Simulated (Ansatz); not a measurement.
C₂H₇AlO₂, relaxed with RKS PBE-D4/def2-SVP in Ansatz 0.2.0 from a rough embedded geometry. The force threshold is 0.03 eV/Å; the program also tests the step.

The species carries charge 0 and has multiplicity 1. The bonds changed during the relaxation, so this is another structure than the one it started from.

Start:

```xyz
12

O    -1.188   -0.449    1.824
C    -0.349   -0.710    0.720
C    -0.285    0.556   -0.106
O     0.185    1.664    0.534
Al    0.776    0.306   -1.818
H    -1.126   -1.358    2.351
H    -0.790   -1.537    0.088
H     0.685   -0.989    0.986
H    -1.368    0.775   -0.470
H     1.107    1.407    0.864
H     2.017    1.201   -2.105
H     0.336   -0.866   -2.867
```

**Question.** By how much does the energy fall, and how many steps does the optimiser take? (Best estimate.)

**Answer.** Ansatz gave: 102.64 kJ/mol, in 27 steps, 2 of them rejected.

**Question.** Which bonds change most? (An estimate is asked.)

**Answer.** The calculation gave: O4–Al5 from 2.780 to 1.967 Å; C3–O4 from 1.364 to 1.511 Å; O1–H6 from 1.053 to 0.974 Å; C3–H9 from 1.163 to 1.108 Å.

**Question.** Give the relaxed structure. (Estimate.)

**Answer.** Ansatz gave: 
```xyz
12

O    -0.672   -0.087    1.864
C    -0.315   -0.886    0.717
C    -0.619   -0.061   -0.511
O    -0.116    1.335   -0.223
Al    0.875    0.484   -1.694
H    -0.185   -0.427    2.636
H    -0.897   -1.836    0.675
H     0.767   -1.154    0.769
H    -1.704    0.007   -0.723
H    -0.069    1.382    0.767
H     2.317   -0.032   -1.222
H     0.619    1.276   -3.056
```
